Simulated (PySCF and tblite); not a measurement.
The numbers below are computed, except where a source is named.
2 diastereomers of C₃H₁₁F₃Si₃, numbered alike:

```csv
isomer,SMILES,descriptors (one enantiomer)
A,[CH3:1][Si@@H:2]([SiH3:3])[Si@H:4]([CH3:5])[C:6]([F:7])([F:8])[F:9],"2S, 4R"
B,[CH3:1][Si@H:2]([SiH3:3])[Si@H:4]([CH3:5])[C:6]([F:7])([F:8])[F:9],"2R, 4R"
```

Protocol: conformer search, at most 4 conformers an isomer, GFN2-xTB geometries, energies B3LYP/pcSseg-1 (IEF-PCM, methanol) (D3(BJ) added where defined), GIAO shieldings B3LYP/pcSseg-1 (IEF-PCM, methanol), weights at 298.15 K with GFN2-xTB thermal terms. Programs: PySCF with density fitting and tblite.

(1) What shifts does each isomer give (ppm)?

Unscaled ²⁹Si shifts at such levels can be off by tens of ppm; differences between conformers or isomers are more reliable. Shifts are unscaled: against experiment ¹³C can be off by 15 ppm or more and ¹H by 0.8 ppm. At least one structure keeps an imaginary mode at the tight-binding level.

Answers

(1) 
A: ¹H (against TMS): 0.51 (H5, 3H), 0.41 (H1, 3H). ¹³C (against TMS): 147.7 (C6), -6.8 (C5), -7.4 (C1). ²⁹Si (against TMS): -31.0 (Si4), -79.2 (Si2), -113.5 (Si3).

B: ¹H (against TMS): 0.53 (H5, 3H), 0.46 (H1, 3H). ¹³C (against TMS): 147.6 (C6), -7.7 (C5), -7.9 (C1). ²⁹Si (against TMS): -31.5 (Si4), -80.7 (Si2), -114.6 (Si3). H not on carbon is left out.
